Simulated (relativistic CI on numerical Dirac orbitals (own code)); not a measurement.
# Tc4+ (4d3) in a crystal field

Calculated by Dirac-Coulomb-Breit CI, orbitals from a KLI potential per configuration, model QED, valence Slater integrals scaled by 0.65, one configuration in a parametric crystal field (own radial code).

Field parameters in Wybourne normalisation: Oh B⁴₀ = 21Dq, B⁴₄ = √(5/14) B⁴₀. The field is a parameter set, without covalency.

S is read from ⟨S²⟩ = S(S + 1).

Site symmetry Oh; labels are those of the double group. Computed levels in cm⁻¹ above the lowest, in rising order:

```csv
Δ (size of 10Dq),Lowest,No. 2,No. 3,No. 4,No. 5,No. 6,No. 7,No. 8
7250,Γ8,6932 Γ8,7053 Γ7,7468 Γ8,7707 Γ6,10718 Γ8,11238 Γ7,11247 Γ8
13050,Γ8,10819 Γ8,11624 Γ8,11935 Γ6,12736 Γ7,13019 Γ8,13835 Γ6,13908 Γ8
18850,Γ8,11451 Γ8,11891 Γ8,12283 Γ6,17815 Γ8,18032 Γ7,18930 Γ7,19196 Γ8
24650,Γ8,11655 Γ8,12021 Γ8,12363 Γ6,18736 Γ8,18948 Γ7,24351 Γ7,24639 Γ8
30450,Γ8,11777 Γ8,12101 Γ8,12405 Γ6,19154 Γ8,19315 Γ7,30118 Γ7,30382 Γ8
36250,Γ8,11863 Γ8,12156 Γ8,12431 Γ6,19443 Γ8,19562 Γ7,35901 Γ7,36156 Γ8
42050,Γ8,11929 Γ8,12196 Γ8,12449 Γ6,19657 Γ8,19743 Γ7,41690 Γ7,41940 Γ8
```

Ground-state S against |10Dq| in cm⁻¹: 7250: 1.49, 13050: 1.49, 18850: 1.50, 24650: 1.50, 30450: 1.50, 36250: 1.50, 42050: 1.50.

No abrupt spin change occurs in this range.
